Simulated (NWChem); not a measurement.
# ClFGe in NWChem

```xyz
3

Ge    -0.5848    -0.3018     0.0000
F      0.6007    -1.5890     0.0000
Cl     0.7827     1.4093     0.0000
```
Charge 0, spin multiplicity 1.

All runs are NWChem calculations. The geometry was optimised at PBE0/def2-SVP, a minimum by its harmonic frequencies.

Symmetry labels belong to the abelian group Cs used in the runs, with the axes of the coordinates shown.

The Hamiltonian is non-relativistic. The structure started from a generated list of species.

Task: List the lowest 3 singlet excitations that TDA-LDA (SVWN5)/def2-SVPD gives, with oscillator strengths.

Result: 
| state | symmetry | energy (eV) | wavelength (nm) | f |
|---|---|---|---|---|
| 1 | a" | 4.19 | 296 | 0.010 |
| 2 | a" | 4.58 | 271 | 0.032 |
| 3 | a' | 5.20 | 239 | 0.026 |
